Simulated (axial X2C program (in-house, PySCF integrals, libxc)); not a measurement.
What spin–orbit coupling does to NaFe

Computed with an axial X2C code built on PySCF integrals. Spin-free means the one-electron spin-free X2C Hamiltonian; two-component (2c) means X2C with spin–orbit coupling and atomic mean-field two-electron Coulomb and Gaunt terms, so the difference of the two also holds small scalar two-electron terms. Basis: Fe dyall-cv3z [9s10p6d3f2g], Na dyall-cv3z [9s8p5d2f] (cores contracted in-house); Gaussian nuclei, density fitting, unrestricted open shells. Masses: Fe 55.935 u, Na 22.990 u.

Spin-free state: M_S = 3/2, Λ = 2 (beyond evenly filled blocks: π+α, π-α, δ+α, δ+β, δ-α); fragments Fe + Na.

| level | Re (Å) | ωe (cm⁻¹) | De (eV) | μ (D) |
| --- | --- | --- | --- | --- |
| PBE0 | 2.803 | 167.6 | 0.284 | 4.15 |
| HF | 3.126 | 102.0 | -2.036 | 1.54 |
| CCSD | 2.754 | 205.3 | n/a | n/a |
| CCSD(T) | 2.739 | 211.1 | n/a | n/a |
| B97-3 | 2.799 | 176.6 | 0.319 | 3.98 |

Correlated methods: 9 electrons correlated (number of frozen shells: Fe 3 s, 2 p; Na 2 s, 1 p), 273 virtual spin orbitals or spinors in MP2, 90 natural virtuals in coupled cluster.

Dipoles are positive if Na is the positive end.

Two-component determinant lowest at the distance of the search:

Ω = 7/2 (⟨Sz⟩ = 1.50, ⟨Lz⟩ = 2.00 at HF); fragments Fe + Na.

```
  level  Re (Å)  ωe (cm⁻¹)  μ (D)
   PBE0   2.803      167.6   4.14
     HF   3.127      101.8   1.52
   CCSD   2.754      205.3    n/a
CCSD(T)   2.739      211.1    n/a
  B97-3   2.799      176.6   3.98
```

Task: From the two tables, how do the constants change at the CCSD(T) level (2c against spin-free)?

Result: At the CCSD(T) level Re is unchanged within 0.001 Å and ωe is unchanged to within 0.2 cm⁻¹.

One determinant describes the state; a PBE0 search over occupations chose it and may have missed a lower one. De is counted from the lowest determinant-based energies of the atoms at the same level, without counterpoise correction. De is not given where an atomic determinant may have missed its ground term or J level, or where the truncated virtual space spoils (T). Density functionals use the spin component along the axis (collinear). CCSD and (T) use frozen natural virtuals with an MP2 correction for the truncation; (T) itself is uncorrected, so its De runs slightly low. PBE0 can misorder states that lie within some tenths of an eV, so this need not be the ground state of the molecule. The nearest other spin-free determinant of the search, M_S = 5/2, Λ = 0, lies 0.19 eV up at the distance of the search. The functionals have no current-density term, which raises determinants with orbital currents, atoms included. The atomic limit has a lower orbital projection than the molecule and lies lower at mean-field level, so De may be about a tenth of an eV too small. With several unpaired electrons one determinant need not be a pure state. A state of lower Ω lies just above, and one determinant can place such states too high, so the state shown need not be the lowest. The search has Ω = 1/2 only 0.08 eV up. The determinant is spin-polarised beyond a pure state at some levels (its spin-free form has ⟨S²⟩ too high), which makes Re and μ there less reliable. The T1 diagnostic is large, a sign of multireference character.
